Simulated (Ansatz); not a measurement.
Stretching the Te1–Te2 bond in Te2 (multiplicity 3 held). Energies count from the point at 2.575 Å.


U- levels take the lowest unrestricted solution at each point, which mixes spins at long bonds. Active spaces are followed from rest. Curves can end on different states.

Cores are frozen in the correlated methods. Filled d and f shells under p-block atoms count as core.

The values were computed with Ansatz (a quantum-chemistry and plane-wave program) with Gaussian orbitals. Each number belongs to the level named beside it. In def2 rows elements past Kr take small-core potentials, without spin–orbit coupling.

Energies in kcal/mol.

```json
[
 {"R (Å)": "2.060", "U-CCSD(T)/def2-SVP": "110.8", "CASSCF(12,8)/def2-SVP": "111.4", "FIC-NEVPT4(SD) on CASSCF(12,8)/def2-SVP": "111.8", "FIC-MRCISD on CASSCF(12,8)/def2-SVP": "…", "FIC-MRCISD+Q on CASSCF(12,8)/def2-SVP": "111.8"},
 {"R (Å)": "2.317", "U-CCSD(T)/def2-SVP": "20.8", "CASSCF(12,8)/def2-SVP": "21.9", "FIC-NEVPT4(SD) on CASSCF(12,8)/def2-SVP": "21.6", "FIC-MRCISD on CASSCF(12,8)/def2-SVP": "…", "FIC-MRCISD+Q on CASSCF(12,8)/def2-SVP": "21.6"},
 {"R (Å)": "2.575", "U-CCSD(T)/def2-SVP": "0.0", "CASSCF(12,8)/def2-SVP": "0.0", "FIC-NEVPT4(SD) on CASSCF(12,8)/def2-SVP": "0.0", "FIC-MRCISD on CASSCF(12,8)/def2-SVP": "0.0", "FIC-MRCISD+Q on CASSCF(12,8)/def2-SVP": "0.0"},
 {"R (Å)": "2.832", "U-CCSD(T)/def2-SVP": "6.4", "CASSCF(12,8)/def2-SVP": "4.1", "FIC-NEVPT4(SD) on CASSCF(12,8)/def2-SVP": "4.9", "FIC-MRCISD on CASSCF(12,8)/def2-SVP": "4.8", "FIC-MRCISD+Q on CASSCF(12,8)/def2-SVP": "4.8"},
 {"R (Å)": "3.090", "U-CCSD(T)/def2-SVP": "21.0", "CASSCF(12,8)/def2-SVP": "16.2", "FIC-NEVPT4(SD) on CASSCF(12,8)/def2-SVP": "18.0", "FIC-MRCISD on CASSCF(12,8)/def2-SVP": "17.8", "FIC-MRCISD+Q on CASSCF(12,8)/def2-SVP": "17.9"},
 {"R (Å)": "3.476", "U-CCSD(T)/def2-SVP": "42.7", "CASSCF(12,8)/def2-SVP": "33.4", "FIC-NEVPT4(SD) on CASSCF(12,8)/def2-SVP": "37.1", "FIC-MRCISD on CASSCF(12,8)/def2-SVP": "36.5", "FIC-MRCISD+Q on CASSCF(12,8)/def2-SVP": "36.8"},
 {"R (Å)": "3.862", "U-CCSD(T)/def2-SVP": "54.0", "CASSCF(12,8)/def2-SVP": "42.2", "FIC-NEVPT4(SD) on CASSCF(12,8)/def2-SVP": "47.8", "FIC-MRCISD on CASSCF(12,8)/def2-SVP": "46.8", "FIC-MRCISD+Q on CASSCF(12,8)/def2-SVP": "47.4"},
 {"R (Å)": "4.506", "U-CCSD(T)/def2-SVP": "57.6", "CASSCF(12,8)/def2-SVP": "44.8", "FIC-NEVPT4(SD) on CASSCF(12,8)/def2-SVP": "52.1", "FIC-MRCISD on CASSCF(12,8)/def2-SVP": "50.8", "FIC-MRCISD+Q on CASSCF(12,8)/def2-SVP": "51.6"},
 {"R (Å)": "5.149", "U-CCSD(T)/def2-SVP": "58.0", "CASSCF(12,8)/def2-SVP": "44.9", "FIC-NEVPT4(SD) on CASSCF(12,8)/def2-SVP": "52.5", "FIC-MRCISD on CASSCF(12,8)/def2-SVP": "51.2", "FIC-MRCISD+Q on CASSCF(12,8)/def2-SVP": "52.0"},
 {"R (Å)": "5.922", "U-CCSD(T)/def2-SVP": "58.3", "CASSCF(12,8)/def2-SVP": "45.0", "FIC-NEVPT4(SD) on CASSCF(12,8)/def2-SVP": "52.8", "FIC-MRCISD on CASSCF(12,8)/def2-SVP": "51.4", "FIC-MRCISD+Q on CASSCF(12,8)/def2-SVP": "52.2"},
 {"R (Å)": "6.952", "U-CCSD(T)/def2-SVP": "58.5", "CASSCF(12,8)/def2-SVP": "45.1", "FIC-NEVPT4(SD) on CASSCF(12,8)/def2-SVP": "52.9", "FIC-MRCISD on CASSCF(12,8)/def2-SVP": "51.5", "FIC-MRCISD+Q on CASSCF(12,8)/def2-SVP": "52.4"},
 {"R (Å)": "8.239", "U-CCSD(T)/def2-SVP": "58.5", "CASSCF(12,8)/def2-SVP": "45.2", "FIC-NEVPT4(SD) on CASSCF(12,8)/def2-SVP": "53.0", "FIC-MRCISD on CASSCF(12,8)/def2-SVP": "51.6", "FIC-MRCISD+Q on CASSCF(12,8)/def2-SVP": "52.4"},
 {"R (Å)": "10.299", "U-CCSD(T)/def2-SVP": "58.5", "CASSCF(12,8)/def2-SVP": "45.2", "FIC-NEVPT4(SD) on CASSCF(12,8)/def2-SVP": "53.0", "FIC-MRCISD on CASSCF(12,8)/def2-SVP": "51.6", "FIC-MRCISD+Q on CASSCF(12,8)/def2-SVP": "52.4"}
]
```

Question: Some entries are withheld; supply them.

Answer: 
- 2.317, FIC-MRCISD on CASSCF(12,8)/def2-SVP: 21.5
- 2.060, FIC-MRCISD on CASSCF(12,8)/def2-SVP: 111.5

Doubts at one or more of the structures used: T1 above 0.05 (U-CCSD(T)/def2-SVP); a spin-contaminated determinant (U-CCSD(T)/def2-SVP); the program's own flag: large difference (U-CCSD(T)/def2-SVP).
